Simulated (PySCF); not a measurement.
**Radial density of B (boron, neutral)**

UHF, [He] 2s2 2p1, 2P determinant. Calculation: PySCF 2.14, in aug-cc-pwCVDZ (5s4p2d, 27 functions); the non-relativistic Hamiltonian (point nucleus).

```json
{"r (bohr)": "0.00670", "4πr²ρ (e/bohr)": "0.03784", "4πr²(ρα − ρβ)": "0.0000"}
{"r (bohr)": "0.0113", "4πr²ρ (e/bohr)": "0.1028", "4πr²(ρα − ρβ)": "0.0000"}
{"r (bohr)": "0.0190", "4πr²ρ (e/bohr)": "0.2683", "4πr²(ρα − ρβ)": "0.0000"}
{"r (bohr)": "0.0319", "4πr²ρ (e/bohr)": "0.6688", "4πr²(ρα − ρβ)": "0.0001"}
{"r (bohr)": "0.0536", "4πr²ρ (e/bohr)": "1.524", "4πr²(ρα − ρβ)": "0.0002"}
{"r (bohr)": "0.0902", "4πr²ρ (e/bohr)": "3.013", "4πr²(ρα − ρβ)": "0.0009"}
{"r (bohr)": "0.152", "4πr²ρ (e/bohr)": "4.680", "4πr²(ρα − ρβ)": "0.0035"}
{"r (bohr)": "0.255", "4πr²ρ (e/bohr)": "4.914", "4πr²(ρα − ρβ)": "0.0155"}
{"r (bohr)": "0.429", "4πr²ρ (e/bohr)": "2.761", "4πr²(ρα − ρβ)": "0.0638"}
{"r (bohr)": "0.722", "4πr²ρ (e/bohr)": "0.9643", "4πr²(ρα − ρβ)": "0.1966"}
{"r (bohr)": "1.21", "4πr²ρ (e/bohr)": "1.332", "4πr²(ρα − ρβ)": "0.4035"}
{"r (bohr)": "2.04", "4πr²ρ (e/bohr)": "1.241", "4πr²(ρα − ρβ)": "0.3775"}
{"r (bohr)": "3.44", "4πr²ρ (e/bohr)": "0.3266", "4πr²(ρα − ρβ)": "0.1215"}
{"r (bohr)": "5.78", "4πr²ρ (e/bohr)": "0.01767", "4πr²(ρα − ρβ)": "0.0107"}
{"r (bohr)": "9.72", "4πr²ρ (e/bohr)": "6.759e-05", "4πr²(ρα − ρβ)": "0.0000"}
```
